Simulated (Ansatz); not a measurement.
## Telling isomers of B2FH2OSi apart by their spectra

These gas-phase data were calculated for one isomer of B2FH2OSi at B3LYP/6-31G* (harmonic, unscaled wavenumbers; equilibrium rotational constants with average atomic masses):

| Quantity | Value |
| --- | --- |
| rotational constants | 5.513, 2.326, 1.636 GHz |
| all wavenumbers above 1500 cm⁻¹ | 2300, 2267, 2014 |

Candidates:

(1) `O=BB(F)[SiH2]`, a doublet
(2) `O=B[SiH]BF`, a doublet
(3) `O=BB[SiH]F`, a doublet

Q: Which structure fits?

A: Candidate (1). No mode falls between 2350 and 2900 cm⁻¹, where the B–H stretch of (2), (3) would stand.

The same quantities for all candidates:

```
     rotational constants (GHz)  wavenumbers above 1500 cm⁻¹  E above the lowest, B3LYP/6-31G* (kcal/mol)
(1)         5.513, 2.326, 1.636             2300, 2267, 2014                                          3.8
(2)         19.18, 1.424, 1.325             2660, 2279, 1986                                          0.0
(3)          23.72, 1.45, 1.366             2690, 2289, 1991                                          1.0
```

Each candidate is one conformer. Open shells are spin-unrestricted. Programs: Ansatz 0.2.0.
